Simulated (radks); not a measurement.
Results of a calculation; reference values are marked as such.
Effect of the nuclear size on neutral iodine, [Kr] 4d10 5s2 5p5. Level of theory: Dirac Kohn-Sham, relativistic LDA (MacDonald-Vosko exchange, VWN5 correlation), spin-unpolarised, spherical densities, finite nucleus; open shells are shared between the two j in proportion to 2j + 1; Fermi nuclear charge, rms radius 4.75 fm (a radial shooting solver on a logarithmic mesh with Libxc functionals). The rms radius is varied about that value; shifts are against it.

\begin{tabular}{lrrrrrrrrr}
rms radius (fm) & total energy shift (eV) & density at nucleus (e/bohr^3) & 1s1/2 shift (meV) & 2s1/2 shift (meV) & 4p1/2 shift (meV) & 5s1/2 shift (meV) & 5p1/2 shift (meV) & 5p3/2 shift (meV) & 6s1/2 (empty) shift (meV) \\ \hline
4.1753 & -1.33 & 2.516e+05 & -553 & -65.0 & 0.196 & -0.341 & 0.032 & 0.035 & -0.026 \\
4.4508 & -0.710 & 2.489e+05 & -295 & -34.7 & 0.105 & -0.182 & 0.017 & 0.019 & -0.014 \\
4.75 & 0 & 2.461e+05 & 0.000 & 0.000 & 0.000 & 0.000 & 0.000 & 0.000 & 0.000 \\
5.1727 & 1.07 & 2.425e+05 & 444 & 52.2 & -0.157 & 0.274 & -0.026 & -0.028 & 0.021 \\
5.8805 & 3.03 & 2.372e+05 & 1260 & 148 & -0.446 & 0.775 & -0.073 & -0.079 & 0.060 \\
\end{tabular}

Slopes of the eigenvalues against <r^2> in GHz/fm^2, as finite differences over the two radii next to the reference (eigenvalue slopes, not the field-shift constants of lines): 1s1/2 25800, 2s1/2 3020, 4p1/2 -9.13, 5s1/2 15.9, 5p1/2 -1.49, 5p3/2 -1.62, 6s1/2 (empty) 1.22.
